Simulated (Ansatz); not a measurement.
# Strength of the Ge–Ge bond: GeH(GeH3)2(OH) → GeH(GeH3)(OH) + GeH3

Species: GeH(GeH3)2(OH), singlet; GeH(GeH3)(OH), doublet; GeH3 `[GeH3]`, doublet. 

Shapes, held fixed at every level: PBE0-D4/def2-TZVP. Flexible molecules stand in one conformer, not always the lowest. Programs: Ansatz 0.2.0. Electronic energies: no zero-point or thermal term.

| level | kind | ΔE (kJ/mol) | less CCSD(T)/def2-TZVPP |
| --- | --- | --- | --- |
| HF/def2-SVP | Hartree–Fock | +206.3 | -87.2 |
| SPW92/def2-TZVPP | LDA | +316.8 | +23.3 |
| BHLYP-D4/def2-TZVPP | global hybrid | +280.0 | -13.5 |
| wB97M-V/def2-TZVPP | range-separated hybrid | +282.5 | -11.0 |
| MP2/def2-TZVPP | perturbation theory | +301.3 | +7.8 |
| CCSD/def2-SVP | coupled cluster or CI | +270.3 | -23.2 |
| CCSD(T)/def2-TZVPP | coupled cluster or CI | +293.5 | 0.0 |

The highest level, CCSD(T)/def2-TZVPP, gives ΔE = +293.5 kJ/mol; the levels span +206.3 to +316.8. The column of differences is taken from that level and isn't an error. Hartree–Fock misses the correlation of the pair that is broken and comes out low. No measured value is set beside it here. Open shells run unrestricted unless RO is named. Relativity is left out for Ge unless named. Correlated rows may include outer-core shells of Ge, which these sets cover unevenly.
